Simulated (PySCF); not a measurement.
H11N2Si4 (doublet state).
Structure used (GFN2-xTB), in Å, numbered top down from 1:
```xyz
17
H11N2Si4 angstrom
N      3.416   -0.258   -0.690
Si     2.073   -0.088    0.386
Si     0.317   -0.260   -1.066
N     -1.215    0.040   -0.247
Si    -2.393   -1.193    0.081
Si    -1.536    1.620    0.402
H      4.343   -0.279   -0.300
H      3.427    0.260   -1.553
H      2.410   -1.074    1.431
H      2.042    1.208    1.107
H      0.070   -1.534   -1.779
H     -2.527   -1.351    1.531
H     -1.912   -2.433   -0.520
H     -3.673   -0.789   -0.502
H     -0.574    2.527   -0.223
H     -1.369    1.603    1.858
H     -2.907    2.011    0.073
```

The hyperfine couplings belong to this conformer and change with its torsions.

Identity: `N[SiH2][SiH]N([SiH3])[SiH3]` [radical].

Level of theory: PySCF, UKS B3LYP, pcH-1 on H N Si, non-relativistic, mean-field spin-orbit, GIAO. One conformer (not necessarily the lowest) at the GFN2-xTB geometry, without solvent, vibrations or thermal averaging. Couplings are sensitive to structure, and on GFN2-xTB geometries they can be far from those on DFT ones, by a factor of two or more for some ions and for spin on atoms past the first row. The SCF solution wasn't tested for stability.

(1) Predict the first-order ENDOR lines of N4, N1, H9/H10, H11, H12/H13/H14, H7/H8 and H15/H16/H17 under fast tumbling at B = 3339.7 mT (W band).

(2) Which pairs are centred on the nuclear Larmor frequency, and which on half the coupling?

(3) At what field would the lower line of N4 fall to zero frequency?

Results:

(1) ν± = |νn ± a/2|, one line for each electron-spin manifold; νn = |g_N| × 7.62259 MHz/T × B.

| nuclei | isotope | g_N | νn (MHz) | a_iso (MHz) | lower line (MHz) | upper line (MHz) |
| --- | --- | --- | --- | --- | --- | --- |
| N4 | 14N | 0.4038 | 10.28 | 7.58 | 6.49 | 14.07 |
| N1 | 14N | 0.4038 | 10.28 | -2.20 | 9.18 | 11.38 |
| H9/H10 | 1H | 5.5857 | 142.20 | 28.19 | 128.10 | 156.29 |
| H11 | 1H | 5.5857 | 142.20 | 26.33 | 129.03 | 155.36 |
| H12/H13/H14 | 1H | 5.5857 | 142.20 | 6.02 | 139.19 | 145.21 |
| H7/H8 | 1H | 5.5857 | 142.20 | -2.00 | 141.20 | 143.19 |
| H15/H16/H17 | 1H | 5.5857 | 142.20 | 1.94 | 141.22 | 143.17 |

(2) Centred on νn, since |a| < 2νn: N4, N1, H9/H10, H11, H12/H13/H14, H7/H8 and H15/H16/H17. No pair has |a| > 2νn.

(3) Where νn = |a|/2, that is B = 3.79 MHz/(0.4038 × 7.62259 MHz/T) = 1230 mT, as far as first order holds there.

Nuclei that the bonding pattern makes equivalent are averaged, as if the motion that swaps them (rotation, inversion, ring flip) were fast. Si5 and Si6, with what hangs on them, aren't averaged: N4 is flat or nearly so (angle sum 360°), and its turn about the short N4–Si3 bond (1.76 Å) is taken as slow. The three 1H nuclei of mean +6.0 MHz run from -2.0 to 17.1 MHz in the frozen geometry. The three 1H nuclei of mean +1.9 MHz run from -0.8 to 7.1 MHz in the frozen geometry. The 1H value of +28.2 MHz is a mean of couplings from -7.3 to 63.7 MHz in this one geometry, not an average over conformers.
